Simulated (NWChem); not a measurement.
GeHI, singlet; SMILES [GeH][I]

Computed with NWChem. Low-valent species are run as closed-shell singlets; no triplet was tried in these runs. Coordinates come from a PBE0/def2-SVP optimisation. Not confirmed as a minimum by frequencies. def2 effective core potentials on I; no spin-orbit coupling.

Diagonal of the polarisability tensor at PBE0/def2-SVPD, static: 63.13, 100.96, 55.11 bohr³.

**Question.** Find the mean polarisability volume, the molar refraction, and the refractive index that an ideal gas of it would have at 273.15 K and 1 atm.

**Answer.** 
1. Mean: one third of the trace = 73.06 bohr³ × 0.14818 Å³/bohr³ = 10.83 Å³.
2. Molar refraction (Lorentz-Lorenz): (4π/3) N_A α = 27.3 cm³/mol.
3. Number density p/kT = 2.687 × 10⁻⁵ Å⁻³; n − 1 = 2π N α = 18.28 × 10⁻⁴.
4. These hold the electronic response alone: vibrational and orientational terms add to the static dielectric constant.
